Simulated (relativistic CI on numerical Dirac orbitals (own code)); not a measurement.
Calculated at this level of theory: Dirac-Coulomb-Breit CI, KLI orbitals optimised for each configuration, model QED (radiative potential, 1s self-energy scaled to tabulated hydrogen-like ionisation energies), unscaled Slater integrals (own radial code, finite nucleus).

The strongest absorption lines from the ground level of an ion, among the configurations computed and to levels below about 502 eV (vacuum wavelength in nm, gf): 4.5247 (0.21), 4.8625 (0.49), 4.9205 (0.41), 4.9449 (1.3), 5.0308 (0.73), 5.0991 (0.46), 5.1882 (0.23), 5.4706 (0.68).

(1) Which ion is it?
A. Xe XXXI
B. Cd XXV
C. La XXXIV
D. Xe XXXIII

Answers

(1) A. Xe XXXI has 24 electrons and the ground level 3s2 3p6 3d6 5D_4; the strongest line goes to 3s2 3p5 3d7 5P°_3. The pattern of lines fixes the number of electrons, and along that sequence the line energies rise steadily with the charge (about as its square where n changes within one kind of shell, about linearly where n is kept but much faster in heavy ions where fine structure, which grows about as Z⁴, sets the gap, and irregularly where shells cross), which fixes Z. Configurations outside the model, such as inner-shell arrays, can give stronger lines. At this charge energies of transitions that change n are usually good to better than 1 %, and those within a shell (Δn = 0) to a few per cent. Terms inside the open d or f shell come out 10 to 20 % too wide with unscaled integrals.

LS names give the leading component of a level, which can be under half, so a name can repeat, a term be missing and a line seem to break the LS rules.
